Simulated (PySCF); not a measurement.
Species: C6H5F2O (doublet state).
Geometry (GFN2-xTB, Å), atoms numbered from 1 in this order:
```
atom  x, y, z in Å
O1    -1.8097    1.6769    0.0619
C2    -0.7416    0.8531    0.0174
C3     0.5074    1.3162    0.3135
C4     1.5911    0.4360    0.3055
F5     2.8137    0.9134    0.6019
C6     1.4432   -0.9312    0.0385
C7     0.2251   -1.4351   -0.2800
C8    -0.9818   -0.5740   -0.3725
F9    -2.0214   -1.0849    0.4509
H10   -2.6284    1.1635    0.0181
H11    0.6501    2.3514    0.5757
H12    2.3103   -1.5696    0.0939
H13    0.0776   -2.4858   -0.4654
H14   -1.4364   -0.6304   -1.3816
```

The hyperfine couplings belong to this conformer and change with its torsions.

Identity: `O[C]1C=C(F)C=C[C@H]1F` [radical].

Computed with UKS B3LYP, pcH-1 on C F H O, non-relativistic, mean-field spin-orbit, GIAO in PySCF 2.14.0. Geometry: GFN2-xTB, one conformer, isolated molecule. Couplings are sensitive to structure, and on GFN2-xTB geometries they can be far from those on DFT ones. The SCF solution wasn't tested for stability. ⟨S²⟩ is 0.779 where a pure state has 0.75.

Principal values of hyperfine tensors in MHz (contact and dipolar terms together), for some of the nuclei:

```tsv
atom	isotope	A1	A2	A3
F9	19F	297.62	299.17	567.21
H14	1H	101.56	102.43	105.62
F5	19F	-68.74	-45.11	347.18
C4	13C	6.38	7.15	131.50
C3	13C	-56.07	-23.69	-21.45
C7	13C	1.82	4.02	95.25
C2	13C	1.88	3.72	94.03
C6	13C	-48.43	-24.12	-21.59
```

(1) Split each tensor into its isotropic and traceless parts, and turn a_iso into mT with g = 2.0030.

(2) What spin density at the nucleus of H14 lies behind its contact coupling (g_N = 5.58569)?

(3) H13 (1H, g_N = 5.58569) isn't in the table. Its spin density at the nucleus is -0.005868 bohr⁻³. What is its contact coupling?

(4) Which nucleus of the table has the largest anisotropic coupling, and what is its form?

(5) What first-order splitting does F5 cause when the field lies along A1, A2 or A3 of its tensor (g taken as isotropic, no quadrupole term)?

## Answers

(1) a_iso is a third of the trace, T = A − a_iso, and a(mT) = a(MHz)/(g × 13.996).

```tsv
atom	a_iso (MHz)	a_iso (mT)	T1	T2	T3
F9	388.00	13.840	-90.38	-88.83	179.21
H14	103.20	3.681	-1.65	-0.77	2.42
F5	77.78	2.774	-146.52	-122.89	269.41
C4	48.34	1.724	-41.96	-41.19	83.16
C3	-33.74	-1.203	-22.33	10.04	12.29
C7	33.70	1.202	-31.88	-29.68	61.56
C2	33.21	1.185	-31.33	-29.49	60.82
C6	-31.38	-1.119	-17.05	7.26	9.79
```

(2) a_FC = (2μ0/3) gₑ μB g_N μN ρ(0)/(2S·h) = 800.24 MHz × g_N × ρ(0)/(2S), with ρ in bohr⁻³. With a_FC = 103.20 MHz and 2S = 1, ρ(0) = 0.02309 bohr⁻³. In magnitude that is 7.3 % of the 1/π = 0.318 of a free hydrogen atom.

(3) By the same relation, a_FC = -26.2 MHz. Its full tensor has the principal values -41.39, -27.52, -9.78 MHz.

(4) F5: -146.5, -122.9, 269.4 MHz, rhombic: the two smaller values differ by 9 % of the largest.

(5) 2 lines (I = 1/2), spaced by |A_i|/(g × 13.996): 2.45, 1.61, 12.38 mT along the axes of A1, A2 and A3.

Time: 71 s of wall time (with the writing of density and orbital grids); peak memory 1.1 GiB. Hardware: an Arm Neoverse V1 with one thread, no GPU (shared host).

The SMILES draws the unpaired electron on C2; the largest computed Mulliken spin population is on C4 (0.44 against 0.34).
